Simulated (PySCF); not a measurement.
SMILES N[Te][SeH] (H3NSeTe) (PBE0/def2-SVP optimised geometry):

```
6

Te     1.349    -0.733     0.000
N      1.710    -0.668     1.995
H      2.203     0.171     2.290
H      2.163    -1.505     2.351
Se    -1.181    -0.733     0.000
H     -1.349     0.733     0.000
```

Calculation: PBE0/def2-TZVP, def2 effective core potentials past Kr run with PySCF 2.14.0.

Task: What are the frontier orbital energies and the dipole moment?

Result: HOMO-2 -7.44 eV, HOMO-1 -7.08 eV, HOMO -6.42 eV, LUMO -1.54 eV, LUMO+1 -0.90 eV; dipole moment 2.00 D.

On the same geometry PBE/def2-TZVP, def2 effective core potentials past Kr in PySCF 2.14.0 gives HOMO-2 -6.19 eV, HOMO-1 -5.93 eV, HOMO -5.33 eV, LUMO -2.29 eV, LUMO+1 -1.73 eV; dipole moment 1.98 D.
